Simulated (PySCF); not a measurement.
Excitation energy of Hg²⁺ by level of theory

Hg²⁺ [Xe] 4f14 5d10 (1S) → Hg²⁺ [Xe] 4f14 5d9 6p1 (high-spin determinant), as a difference of total energies. All numbers are calculated (PySCF 2.14, scalar relativity by spin-free X2C-1e, in x2c-TZVPPall with one added diffuse shell each of s, p, d, f type (12s8p8d4f1g, 113 functions)). Correlated levels: valence: [Xe] 4f14 frozen; valence and next inner shell: [Kr] 4d10 4f14 frozen. The calculations carry no spin-orbit coupling.

```
                                method  excitation energy (eV)
                                   UHF                  14.015
                                   LDA                  14.401
                                   PBE                  14.173
                                r2SCAN                  14.213
                                  BP86                  14.166
                                   M06                  14.435
                         MP2 (valence)                  14.895
                     SCS-MP2 (valence)                  14.918
    MP2 (valence and next inner shell)                  14.748
SCS-MP2 (valence and next inner shell)                  14.733
```

Question: Estimate what PBE0 gives.

Answer: 14.352 eV, closest to LDA among the rows shown.

Question: Estimate what TPSSh gives.

Answer: 14.324 eV, closest to LDA among the rows shown.

A first-order spin-orbit estimate (lowest level to lowest level, LS coupling) adds -0.313 eV.

The determinant of the upper state mixes LS terms, which raises its energy above the lowest term, most at the Hartree-Fock and MP2 levels.
